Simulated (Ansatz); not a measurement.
Start from `[F][AlH][O][SiH3]` and change one atom or group to get `C[SiH2][AlH][O][SiH3]`.

Ansatz, PBE0-D4/def2-TZVP geometries, multiplicity 1. Each molecule was computed in one conformer, which needn't be the lowest.

```
                             property  `[F][AlH][O][SiH3]`
HOMO energy (ωB97M-V/def2-TZVPP) / eV               -11.23
  HOMO–LUMO gap (PBE/def2-TZVPP) / eV                 6.06
   HOMO energy (PBE0/def2-TZVPP) / eV                -8.93
HOMO–LUMO gap (B3LYP/def2-TZVPP) / eV                 7.82
    LUMO energy (PBE/def2-TZVPP) / eV                -1.44
  HOMO energy (B3LYP/def2-TZVPP) / eV                -8.72
```

(1) What does the change do to each property? (An estimate is asked.)

## Answers

(1) Ansatz gave: 
```tsv
property	`C[SiH2][AlH][O][SiH3]`	shift
HOMO energy (ωB97M-V/def2-TZVPP) / eV	-9.28	1.95
HOMO–LUMO gap (PBE/def2-TZVPP) / eV	3.92	-2.14
HOMO energy (PBE0/def2-TZVPP) / eV	-7.27	1.66
HOMO–LUMO gap (B3LYP/def2-TZVPP) / eV	5.43	-2.39
LUMO energy (PBE/def2-TZVPP) / eV	-2.23	-0.79
HOMO energy (B3LYP/def2-TZVPP) / eV	-7.08	1.64
```

With PBE0 the HOMO rises by 1.66 eV and the LUMO falls by 0.82 eV, so the gap narrows by about 2.48 eV. PBE moves the HOMO by 1.35 eV and ωB97M-V by 1.95 eV.

B3LYP here is the variant with VWN-RPA as its local correlation; programs differ in this.
